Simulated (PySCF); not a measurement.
NMR data simulated for an unnamed compound:

$^{1}$H NMR (400 MHz, computed): δ 6.61 (m, 1H), 6.44 (m, 1H), 6.08 (m, 1H), 5.63 (d, 2H), 5.26 (d, 2H), 4.50 (m, 1H), 0.17 (d, 6H).

$^{13}$C{$^{1}$H} NMR (computed): δ 146.9 (CH), 141.6 (CH2), -5.3 (CH3).

Theoretical values (PySCF): shieldings: GIAO PBE0/pcSseg-1, structure optimised with GFN2-xTB. Relativity neglected, isolated molecule, one computed conformer, rapidly exchanging positions averaged.

Shifts are taken against calculated references (same method and geometry level): $^{1}$H, $^{13}$C against TMS.

Task: Which of these does the molecule contain: a non-aromatic C=C double bond, a Si–CH3 group, an N-methyl group, a CF3 group, a C≡C triple bond, a Si–H bond?

Result: 
- A non-aromatic C=C double bond: yes.
- A Si–CH3 group: yes (δC -5.3; δH 0.17 (d)).
- An N-methyl group: no.
- A CF3 group: no.
- A C≡C triple bond: no.
- A Si–H bond: yes (δH 5.26 (d)).

The data belong to `[SiH]([SiH2]O[SiH2]C=C)(C)C`, C₄H₁₄OSi₃; they needn't prove each group on their own.

Carbon signals by region: 2 in the sp2 and nitrile region (100–160 ppm), 1 below 50 ppm.

Shifts are as computed. Against solution values, carbons near 30 ppm lie about +3 ppm off and those near 130 ppm about +5 ppm. Of 1211 compounds with measured shifts, 218 miss one by over three times the rms of a fit or turn the order of signals round; such compounds aren't used in these exercises. Multiplicities follow the n + 1 count of equivalent neighbours, as no J values were calculated; m marks all less simple cases, F and P coupling included.
